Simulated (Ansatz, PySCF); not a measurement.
Gas-phase reaction (SMILES): CC[Si](N)(N)N + [H][H] (H2) → N[SiH](N)N + CC (C2H6) [ethane]; hydrogen cleaves one Si-C bond, a model of a ligand-exchange step.

Each molecule is optimised on its own at B3LYP-D3(BJ)/def2-TZVP (Ansatz, a quantum-chemistry and plane-wave program), one conformer each, not searched for the lowest. Correlated levels leave the core frozen unless marked. No spin-orbit coupling. Non-relativistic. CBS marks a two-point X^-3 extrapolation of the correlation energy; Hartree-Fock from the larger set. [CCSD(T)-MP2]/basis is that difference in the basis named. Thermal terms are rigid-rotor harmonic-oscillator values from B3LYP-D3(BJ) frequencies (Ansatz or PySCF) at 298.15 K and 1 atm. 1 Eh = 627.5095 kcal/mol.

```json
[
 {"species": "CC[Si](N)(N)N", "E, RI-MP2/CBS(cc-pV(T+d)Z,cc-pV(Q+d)Z)+[CCSD(T)-MP2]/cc-pV(T+d)Z (Ansatz) (Eh)": "-536.03414", "E, PBE/def2-TZVPD (Ansatz) (Eh)": "-536.34068", "H - E (Eh)": "0.15561"},
 {"species": "[H][H] (H2)", "E, RI-MP2/CBS(cc-pV(T+d)Z,cc-pV(Q+d)Z)+[CCSD(T)-MP2]/cc-pV(T+d)Z (Ansatz) (Eh)": "-1.17529", "E, PBE/def2-TZVPD (Ansatz) (Eh)": "-1.16589", "H - E (Eh)": "0.01336"},
 {"species": "N[SiH](N)N", "E, RI-MP2/CBS(cc-pV(T+d)Z,cc-pV(Q+d)Z)+[CCSD(T)-MP2]/cc-pV(T+d)Z (Ansatz) (Eh)": "-457.50072", "E, PBE/def2-TZVPD (Ansatz) (Eh)": "-457.78861", "H - E (Eh)": "0.09539"},
 {"species": "CC (C2H6)", "E, RI-MP2/CBS(cc-pV(T+d)Z,cc-pV(Q+d)Z)+[CCSD(T)-MP2]/cc-pV(T+d)Z (Ansatz) (Eh)": "-79.71807", "E, PBE/def2-TZVPD (Ansatz) (Eh)": "-79.73096", "H - E (Eh)": "0.07887"}
]
```

### Question
Work out ΔE and ΔH at 298.15 K at the first level, then ΔH at the second.

### Answer

1. ΔE = [(-457.50072) + (-79.71807)] - [(-536.03414) + (-1.17529)] = -0.00936 Eh = -5.9 kcal/mol at RI-MP2/CBS(cc-pV(T+d)Z,cc-pV(Q+d)Z)+[CCSD(T)-MP2]/cc-pV(T+d)Z.
2. The terms H - E add up to 0.00529 Eh, so ΔH = (-0.00936 + (0.00529))×627.5095 = -2.6 kcal/mol.
3. At PBE/def2-TZVPD the same steps give ΔE = -8.2 and ΔH = -4.8 kcal/mol, a shift of -2.2 from the first level.
4. These values are not checked against measurement here, since the tables used lack a sound gas-phase enthalpy of formation for at least one species.
